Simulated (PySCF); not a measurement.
Species: C2H7F3NSi2 (doublet state).
Geometry (GFN2-xTB, Å), atoms numbered from 1 in this order:
```
atom  x, y, z in Å
C1    -0.6304    1.7441    0.0255
Si2   -0.3155   -0.0610    0.4838
N3     1.1368   -0.6754   -0.1917
Si4    2.7433    0.0139   -0.1437
C5    -1.6927   -1.1265   -0.3746
F6    -2.9082   -0.9560    0.1833
F7    -1.8449   -0.8509   -1.6875
F8    -1.4389   -2.4535   -0.3099
H9    -1.5872    2.0904    0.4069
H10    0.1422    2.3834    0.4399
H11   -0.6338    1.8836   -1.0531
H12   -0.4782   -0.3373    1.9159
H13    1.0810   -1.5748   -0.6454
H14    3.6842   -1.0887    0.0171
H15    2.7379    1.0167    0.9116
```

The hyperfine couplings belong to this conformer and change with its torsions.

The species is `C[Si@H](N[SiH2])C(F)(F)F` [radical].

Theory: UKS B3LYP, pcH-1 on C F H N Si, non-relativistic, mean-field spin-orbit, GIAO in PySCF 2.14.0. One conformer (not necessarily the lowest) at the GFN2-xTB geometry, without solvent, vibrations or thermal averaging. A GFN2-xTB geometry isn't a minimum of the functional, and hyperfine couplings can be far from their values at a DFT geometry, by a factor of two or more for some ions and for spin on atoms past the first row. Stability of the SCF solution: not tested.

(1) Match the computed a_iso(13C) values +1.6, -0.6 MHz with the sites C1; C5.

(2) Match the computed a_iso(1H) values +88.6, -9.3, +7.8, -0.2 MHz (means over equivalent nuclei) with the sites H9/H10/H11; H12; H13; H14/H15.

## Answers

(1) 
```
site  a_iso (MHz)  ρ(0) (bohr⁻³)          position  distance from Si4 (Å)  spin population  largest |T| (MHz)
  C1         +1.6        +0.0014  3 bonds from Si4                   3.80             0.00                0.6
  C5         -0.6        -0.0005  3 bonds from Si4                   4.59             0.00                0.5
```

(2) 
| site | a_iso (MHz) | ρ(0) (bohr⁻³) | position | distance from Si4 (Å) | bound to | spin population there | largest \|T\| (MHz) |
| --- | --- | --- | --- | --- | --- | --- | --- |
| H9/H10/H11 | -0.2 | 0.0000 | 4 bonds from Si4 | 4.12 | C1 | 0.00 | 2.1 |
| H12 | +7.8 | +0.0017 | 3 bonds from Si4 | 3.84 | Si2 | 0.00 | 2.3 |
| H13 | -9.3 | -0.0021 | 2 bonds from Si4 | 2.35 | N3 | +0.10 | 11.0 |
| H14/H15 | +88.6 | +0.0198 | 1 bond from Si4 | 1.46 | Si4 | +0.83 | 8.3 |

ρ(0) is the spin density at the nucleus and T the dipolar tensor; a_iso includes a spin–orbit part; entries for several nuclei are means. The Mulliken spin populations are largest on Si4 (+0.83) and N3 (+0.10). Si4 is the only atom above +0.15. The angles at Si4 add up to 330.4°, so it is pyramidal.

β density exceeds α density at some nuclei, such as H13 (-0.0021), spin density in bohr⁻³. In a single determinant that takes different orbitals for the two spins, that is spin polarisation.

Nuclei that the bonding pattern makes equivalent are averaged, as if the motion that swaps them (rotation, inversion, ring flip) were fast. The 1H value of +88.6 MHz is a mean of couplings from 75.6 to 101.6 MHz in this one geometry, not an average over conformers.

Time: 1.9 min of wall time (grids of density and orbitals included); peak memory 0.98 GiB. Hardware: one thread of an Arm Neoverse V2, no GPU, shared host.
